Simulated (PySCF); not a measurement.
**How methods differ on the excitation energy of Zn²⁺**

Zn²⁺ [Ar] 3d10 (1S) → Zn²⁺ [Ar] 3d9 4s1 (3D), as a difference of total energies. All numbers are calculated (PySCF 2.14, the spin-free X2C one-electron Hamiltonian (Gaussian nucleus), in aug-cc-pVDZ-DK (7s6p4d2f, 59 functions)). Correlated levels: valence: [Ar] frozen. The calculations carry no spin-orbit coupling.

```csv
method,excitation energy (eV)
UHF,8.222
LDA,9.671
PBE,9.373
PBE0,9.303
r2SCAN,9.246
BHandHLYP,8.973
B2PLYP,9.454
HSE06,9.227
TPSSh,9.361
MP2 (valence),10.249
SCS-MP2 (valence),10.055
```

Problem. How much does correlation contribute at MP2 (valence)?

Solution. 10.249 − (8.222) = 2.027 eV, measured against UHF.

A first-order spin-orbit estimate (lowest level to lowest level, LS coupling) adds -0.139 eV.
